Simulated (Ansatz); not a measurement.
Geometry optimisation, Ansatz, RKS B3LYP-D4/def2-SVP.

Input file:

```yaml
crystal:
  periodic: [false, false, false]
  atoms:
    - { symbol: W, position_ang: [0.0, 0.0, 0.0] }
    - { symbol: Cl, position_ang: [0.0, 0.0, 2.39] }
    - { symbol: O, position_ang: [1.94, 0.0, 0.0] }
    - { symbol: H, position_ang: [2.2771, -0.9519, -0.0197] }
    - { symbol: O, position_ang: [0.0, 1.94, 0.0] }
    - { symbol: H, position_ang: [-0.6343, 2.2771, -0.71] }
    - { symbol: O, position_ang: [-1.94, 0.0, 0.0] }
    - { symbol: H, position_ang: [-2.2771, -0.1263, 0.9437] }
    - { symbol: O, position_ang: [0.0, -1.94, 0.0] }
    - { symbol: H, position_ang: [0.3816, -2.2771, 0.8723] }
    - { symbol: H, position_ang: [0.0, 0.0, -1.72] }
basis:
  gaussian: { orbitals: def2-SVP }
hamiltonian:
  xc: b3lyp
  dispersion: d4
relax:
  f_tol: 0.02
  max_steps: 40
output:
  orbitals: {}
```

Command:

```bash
$ ansatz run input.yaml --threads 4 --pin off --max-ram 5120MiB --backend cpu --events-out ev --progress --plain --runs-dir out
```

Q: Where does it end, and by what steps?

A: The run converged. After 20 steps the energy has fallen by 1.473 eV; H4 moved furthest, 1.28 Å.

```tsv
step	energy less start (eV)	largest force component (eV/Å)	accepted
0	0.0000	1.990	yes
1	-0.4650	2.007	yes
2	-0.6627	2.382	yes
3	-0.8891	0.691	yes
4	-0.9533	0.816	yes
5	-1.0691	0.658	yes
6	-1.1290	0.573	yes
7	-1.1829	0.596	yes
8	-1.2114	1.105	yes
9	-1.2827	0.824	yes
10	-1.3505	0.539	yes
11	-1.3855	0.866	yes
12	-1.4251	0.542	yes
13	-1.4435	0.289	yes
14	-1.4612	0.144	yes
15	-1.4675	0.238	yes
16	-1.4701	0.297	yes
17	-1.4648	0.422	no
18	-1.4724	0.072	yes
19	-1.4726	0.072	yes
20	-1.4730	0.020	yes
```

```xyz
11
Properties=species:S:1:pos:R:3
W -0.046 0.045 -0.025
Cl 0.290 -0.965 2.319
O 1.805 0.198 0.209
H 2.249 -0.169 0.991
O -0.111 1.777 -0.756
H -0.246 2.123 -1.647
O -1.728 0.301 0.758
H -1.936 -0.050 1.639
O -0.168 -1.827 -0.440
H -0.055 -2.327 0.391
H -0.307 -0.185 -1.682
```

Whether the end is a true minimum wasn't checked by a vibrational analysis.

The run took 44 s on 4 threads of Intel(R) Xeon(R) 6975P-C (Granite Rapids), on a shared host, peak memory 0.37 GiB.
